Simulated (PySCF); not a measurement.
## How methods differ on the excitation energy of Zn

Zn [Ar] 3d10 4s2 (1S) → Zn [Ar] 3d10 4s1 5s1 (3S), as a difference of total energies. Calculation: PySCF 2.14, in aug-cc-pwCVDZ-PP with ECP10MDF; scalar relativity through the core potential. Correlated levels: valence and next inner shell: nothing frozen outside the core potential. The calculations carry no spin-orbit coupling.

```csv
method,excitation energy (eV),error (eV)
UHF,5.253,-1.402
MP2 (valence and next inner shell),6.465,-0.190
SCS-MP2 (valence and next inner shell),6.503,-0.152
CCSD (valence and next inner shell),6.440,-0.215
CCSD(T) (valence and next inner shell),6.562,-0.093
```

Reference: 6.655 eV (measured; NIST levels).

Errors of the correlated levels include the incompleteness of this basis.
